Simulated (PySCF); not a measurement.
**Excitation energy of Pm(2+) by level of theory**

Pm(2+) [Xe] 4f5 (high-spin determinant) → Pm(2+) [Xe] 4f4 5d1 (high-spin determinant), as a difference of total energies. Calculation: PySCF 2.14, in x2c-TZVPPall; scalar relativity by spin-free X2C-1e. Correlated levels: valence: [Kr] 4d10 frozen; valence and next inner shell: [Ar] 3d10 frozen. The calculations carry no spin-orbit coupling.

```csv
method,excitation energy (eV)
UHF,0.953
LDA,4.063
PBE,3.623
PBE0,3.050
r2SCAN,3.057
MP2 (valence),2.279
SCS-MP2 (valence),1.682
MP2 (valence and next inner shell),2.692
SCS-MP2 (valence and next inner shell),2.067
```

Task: How much does correlation contribute at MP2 (valence and next inner shell)?

Result: 2.692 − (0.953) = 1.739 eV, measured against UHF.

A first-order spin-orbit estimate (lowest level to lowest level, LS coupling) adds -0.228 eV.

The determinant of the upper state and of the lower state mixes LS terms, which raises its energy above the lowest term, most at the Hartree-Fock and MP2 levels.
